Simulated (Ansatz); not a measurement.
Cost and result up the ladder for Al2S2 (the lowest singlet isomer of a short search) (4 atoms). Total charge 0; singlet. Geometry: PBE0-D4/def2-TZVP.

Cartesian coordinates in Å:
```
Al -0.787 1.109 2.031
Al 0.299 -0.409 -0.732
S 0.970 -0.145 1.272
S -0.482 -0.556 -2.572
```

Ansatz on 2 threads of Arm Neoverse V2 on a shared host. Times are rough, and most runs start from the orbitals of an earlier one. PBE0-D4/def2-TZVPD serves as the yardstick here, not as an exact answer. Differences are given only for rows in sets of like size (and for xTB, whose basis is part of the method), since another set adds its own error. Binding counts from free atoms at the same level (Al doublet, S triplet; other spins of the atoms weren't run), without zero-point energy or a counterpoise term.

B3LYP takes the VWN-RPA correlation. Correlated methods freeze 20 core orbitals. The structure comes from a short search, and lower isomers may exist.

Correlated methods converge slowly with the basis.

| level | functions | wall time | binding energy per atom (eV) | difference from PBE0-D4/def2-TZVPD (eV) |
| --- | --- | --- | --- | --- |
| HF/STO-3G | 36 | 0.1 s | 2.81 | – |
| HF/6-31G | 52 | 0.25 s | 1.36 | – |
| B3LYP-D4/6-31G | 52 | 0.7 s | 2.41 | – |
| LDA (SPW92)/def2-TZVP | 148 | 0.8 s | 3.44 | 0.47 |
| PBE0-D4/def2-SVP | 72 | 0.9 s | 2.95 | – |
| HF/def2-TZVP | 148 | 1.1 s | 1.96 | -1.01 |
| MP2/def2-TZVP | 148 | 1.3 s | 2.97 | 0.01 |
| PBE-D4/def2-TZVP | 148 | 1.4 s | 3.05 | 0.09 |
| revPBE-D4/def2-TZVP | 148 | 1.4 s | 2.96 | 0.00 |
| BHLYP-D4/def2-TZVP | 148 | 2.1 s | 2.80 | -0.16 |
| PBE0-D4/def2-TZVP (with forces) | 148 | 2.6 s | 2.97 | 0.00 |
| PBE0-D4/def2-TZVPD | 178 | 3.2 s | 2.97 | 0.00 |
| r2SCAN-D4/def2-TZVPD | 178 | 4.7 s | 3.02 | 0.05 |
| CCSD(T)/def2-TZVPP | 168 | 6.5 s | 2.82 | -0.14 |
